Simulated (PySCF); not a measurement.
# Ionising CsAl

PBE0; basis Cs def2-SVPD with ECP46, Al def2-SVPD; scalar-relativistic core potentials; PySCF 2.14. Neutral (UKS): triplet (σ ↑, π ↑), Re = 3.711 Å, ωe = 117 cm⁻¹, De = 0.69 eV, HOMO -2.89 eV, LUMO -1.29 eV.

CsAl⁺ (UKS): doublet (σ ↑), Re = 4.338 Å, ωe = 69.9 cm⁻¹, De = 0.43 eV to Cs⁺ + Al. The energies at the minima are -262.33038 hartree for CsAl and -262.17758 for CsAl⁺.

Work out the adiabatic ionisation energy, without and with harmonic zero-point energies (1 hartree = 27.2114 eV, 1 eV = 8065.5 cm⁻¹), and the change of the bond length.

At PBE0: 0.15280 hartree = 4.158 eV between the minima; the zero-point term (69.9 − 117.0)/2 cm⁻¹ = -0.003 eV makes it 4.155 eV. Re changes by +62.7 pm against the neutral. The electron leaves a π orbital, and the ion is left as a loose complex of an ion and an atom.

Weak bonds: CsAl⁺. Basis-set superposition, not corrected here, can be much of De in a small basis, most of all at correlated wavefunction levels. Spin–orbit coupling is left out, which matters for elements this heavy, above all for dissociation energies. For an ion De counts to the pair picked by the measured ionisation energies or electron affinities, which need not be the lowest pair at this level. States were picked by a PBE0 search and need not be the measured ground states.
